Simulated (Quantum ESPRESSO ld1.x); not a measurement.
The numbers below are computed, except where a source is named.
Task: Coherent X-ray form factor from a spherical all-electron density. Level of theory: scalar-relativistic Kohn-Sham, LDA (Slater exchange, Perdew-Wang correlation), spin-polarised, spherical densities, point nucleus (ld1.x of Quantum ESPRESSO 7.5).

sin(theta)/lambda (1/angstrom),f0 (electrons)
0.05,42.765
0.1,42.076
0.15,40.975
0.2,39.527
0.25,37.813
0.3,35.922
0.4,31.945
0.5,28.165
0.6,24.915
0.8,20.241
1,17.277
1.25,14.504
1.5,12.045
2,8.198

The species is in the configuration that NIST lists as its ground one. Which atom or ion scatters so?

Result: The iodine ion I10+, [Kr] 4d7. Extrapolating in s^2 from the first two rows gives f0(0) = 43.0, near the electron count 43; among species with that count, the fall with angle is slower the higher Z, and the table is that of Z = 53; from so few rows the species is fixed only to a neighbour or two.
